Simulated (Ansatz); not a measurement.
Job for Ansatz (a first-principles code): U-CCSD(T)/cc-pV(T+d)Z on S2 (SMILES S=S), 2S+1 = 1, a spin state set in the input, which need not be the lowest. Files ending in .json are basis or fitting sets from the Basis Set Exchange.

Ansatz 0.2 input:
```yaml
crystal:
  periodic: [false, false, false]
  atoms:
    - {symbol: S, position_ang: [-0.00000000, -0.00000000, -0.95219372]}
    - {symbol: S, position_ang: [0.00000000, 0.00000000, 0.95219372]}
basis:
  gaussian:
    orbitals: cc-pV_T+d_Z.json
correlation: {method: ccsd_t, electrons: outside_noble_gas}
scf: {omitted_lower_state_checks: [cluster_reference]}
magnetization: {spin_polarized: true, initial_magnetization: 0}
```

It printed:

```
WARN ansatz: RAYON_NUM_THREADS=2 ignored (pool sized by the plan → 2); use --threads N
Functional definition: HF
these checks for a lower state are left out or cut short: cluster_reference
integrals: 0.08 GiB planned
461 factors; integrals over basis functions are off by at most 1.0e-3 eV
mean field: 0.15 GiB planned
mean field evaluation 1: about -21633.8921 eV, gradient 7.0e0 eV
mean field evaluation 2: about -21633.9006 eV, gradient 7.0e0 eV
mean field evaluation 4: about -21634.2760 eV, gradient 8.7e-1 eV
mean field evaluation 8: about -21634.2829 eV, gradient 9.1e-4 eV
mean field evaluation 16: about -21634.4346 eV, gradient 1.0e0 eV
mean field evaluation 32: about -21635.4424 eV, gradient 2.1e-6 eV
mean field evaluation 64: about -21634.2829 eV, gradient 1.2e-3 eV
mean field evaluation 96: about -21635.4410 eV, gradient 3.4e-4 eV
mean field evaluation 128: about -21635.4415 eV, gradient 6.5e-2 eV
mean field -21635.44239519 eV, -795.0878429937 hartree, gradient 2.1e-6 eV, S^2 1.056030; 14 other end points of the search recorded, 0 dependent functions left out
10 core orbitals not correlated
reference -21635.44239519 eV, -795.0878429937 hartree; 6, 6 occupied and 62, 62 virtual orbitals, 461 factors
second order -8.44300245 eV of doubles, -0.00000000 eV of singles
coupled cluster: 0.22 GiB planned
cycle   1  -8.88585478 eV  change   -4.4e-1 eV  update   8.9e-2
cycle   2  -9.22450142 eV  change   -3.4e-1 eV  update   3.2e-2
cycle   3  -9.30176127 eV  change   -7.7e-2 eV  update   2.0e-2
cycle   4  -9.30312387 eV  change   -1.4e-3 eV  update   1.2e-2
cycle   5  -9.30922532 eV  change   -6.1e-3 eV  update   6.2e-3
cycle   6  -9.31152171 eV  change   -2.3e-3 eV  update   2.1e-3
cycle   7  -9.31196902 eV  change   -4.5e-4 eV  update   5.3e-4
cycle   8  -9.31224116 eV  change   -2.7e-4 eV  update   2.1e-4
cycle   9  -9.31212715 eV  change    1.1e-4 eV  update   1.2e-4
cycle  10  -9.31218090 eV  change   -5.4e-5 eV  update   7.2e-5
cycle  11  -9.31218725 eV  change   -6.3e-6 eV  update   3.2e-5
cycle  12  -9.31217739 eV  change    9.9e-6 eV  update   1.3e-5
coupled cluster: 0.22 GiB planned
perturbative correction -0.56382631 eV, -0.0207202346 hartree
WARN: the results are in doubt because among natural orbitals full CI differs from the method by +0.524 eV
Total energy: -21645.31839888 eV, -795.4507794352 hartree
In doubt: among natural orbitals full CI differs from the method by +0.524 eV
Checks for a lower state left out: cluster_reference
```

The calculation finished and met its thresholds. Its determinant has ⟨S²⟩ = 1.06, a mixture of spin states.

Warnings raised: large difference.

Cost: very roughly 8 core-seconds.
